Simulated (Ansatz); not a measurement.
System: CIr, net charge 0, doublet state. The spin state was set by rule; other spins were not relaxed. 
Structure (B3LYP-D3(BJ)/def2-TZVP (Ansatz, an electronic-structure program) minimum search):
SMILES: [Ir][C]
```xyz
2

Ir     0.0000     0.0000    -0.1186
C      0.0000     0.0000     1.5220
```
Charge 0, spin multiplicity 2.

Total electronic energies in hartree. Cores are frozen in the correlated levels unless marked. Open shells are spin-unrestricted. Spin-orbit coupling is left out. The frozen core is the preceding noble-gas configuration, with the filled d and f shells of earlier blocks. In def2 rows, elements after Kr have scalar-relativistic effective core potentials.  The program attaches cautions to a run behind CCSD/def2-SVPD: large difference.

The Hartree-Fock reference is unstable (checked in the largest basis), which strains HF and MP2. 

```
level                               program  energy (Eh)
---------------------------  --------------  -----------
RI-HF/def2-TZVPP                     Ansatz   -141.20457
RI-HF/def2-TZVPPD                    Ansatz   -141.20509
SVWN5/def2-TZVPD                     Ansatz          [?]
PBE-D3(BJ)/def2-TZVPD        Ansatz + dftd3   -142.35196
BLYP-D4/def2-TZVPD           Ansatz + dftd4   -142.34102
revPBE-D3(BJ)/def2-TZVPD     Ansatz + dftd3   -142.43774
r2SCAN-D3(BJ)/def2-TZVPD     Ansatz + dftd3   -142.36333
B97M-V/def2-TZVPD                    Ansatz   -142.32018
B3LYP-D3(BJ)/def2-TZVPD      Ansatz + dftd3          [?]
PBE0-D4/def2-TZVP            Ansatz + dftd4   -142.27762
PBE0-D4/def2-TZVPD           Ansatz + dftd4   -142.27784
PBE0/def2-QZVPP                      Ansatz   -142.28342
BHLYP-D3(BJ)/def2-TZVPD      Ansatz + dftd3          [?]
r2SCAN0-D4/def2-TZVPD        Ansatz + dftd4   -142.27993
HSE06-D3(BJ)/def2-TZVPD      Ansatz + dftd3   -142.27599
LC-wPBE-D3(BJ)/def2-TZVPD    Ansatz + dftd3   -142.29449
B2GP-PLYP-D3(BJ)/def2-TZVPD  Ansatz + dftd3   -142.02808
RPA@PBE/def2-QZVPP                   Ansatz   -141.92878
RI-MP2/def2-QZVPPD                   Ansatz   -141.69919
CCSD/def2-SVPD                       Ansatz   -141.53916
CCSD(T)/def2-TZVPPD                  Ansatz   -141.71258
CCSD(T)/def2-QZVPPD                  Ansatz   -141.73806
```

Task: Some entries are withheld; supply them.

Result: 
- SVWN5/def2-TZVPD, energy (Eh): -141.84704
- B3LYP-D3(BJ)/def2-TZVPD, energy (Eh): -142.38038
- BHLYP-D3(BJ)/def2-TZVPD, energy (Eh): -142.15025
